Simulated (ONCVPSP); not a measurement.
# silver: one change to an ONCV potential, before and after

Ag, optimised norm-conserving Vanderbilt (ONCV), made with ONCVPSP 4.0.1 (PBE, scalar-relativistic). Core [Kr], reference 4d10 5s1. Waves: 5s: rc 2.40 bohr, ncon 4, nbas 9, qcut 2.7 1/bohr, 3 projectors, debl 2.3 Ha; p scattering state at 0.08 Ha: rc 2.35 bohr, ncon 3, nbas 6, qcut 3.5 1/bohr, 2 projectors, debl 1.1 Ha; 4d: rc 1.30 bohr, ncon 4, nbas 9, qcut 7.5 1/bohr, 1 projector. Local part: polynomial inside 1.00 bohr (lpopt 3, dvloc0 0 Ha). Core correction: Teter function, fcfact 5.25, rcfact 1.05.

Change: all radii but the core radius scaled by about 0.88 (s 2.10, p 2.06, d 1.14 bohr); local potential polynomial inside 0.88 bohr (lpopt 3, dvloc0 0 Ha).

Cutoffs: the cutoffs (Ha) at which the residual kinetic energy of the hardest occupied pseudo-wave falls to 1 and 0.1 mHa per electron; they do not see the model core or the augmentation charge, which bear on the density cutoff. Errors are all-electron minus pseudo energies relative to the spin-unpolarised reference configuration.

**Question.** What does the change do?

**Answer.** The potential gets harder (31 Ha and 156 Ha → 48 Ha and 209 Ha); both files keep a bound ghost (p, s); the number of tests with a reliable result goes from 4 to 3; of the 3 tests that both files solve, the error grows in 1 and shrinks in 1 by more than 15 % and 0.3 meV (median size 29.7 → 31.0 meV). A smaller radius makes the pseudo-wave follow the all-electron one further in, where it bends more sharply, so more plane waves are needed.

```tsv
quantity	base	changed
cutoff, loose	31 Ha	48 Ha
cutoff, tight	156 Ha	209 Ha
loose cutoff by channel	s 3.9 Ha, d 31 Ha	s 4.1 Ha, d 48 Ha
bound ghosts	s, p	s, p
GHOST(+) flags under 300 eV	s at 227.8 eV	s at 188.0 eV
tests with a reliable result	4 of 4	3 of 4
error for 4d9 5s0, meV [ΔE 29.87 eV]	+30	+38
error for 4d8 5s0, meV [ΔE 66.06 eV]	-49	-26
error for 4d9 5s1, meV [ΔE 13.15 eV]	-29	-31
rms error of d²Exc/dni dnj with the model core, mHa	3.17	3.13
```

 A true bound ghost makes a file unfit for plane-wave use even where its test errors are small: the radial tests pick states by their node count and pass the ghost by.
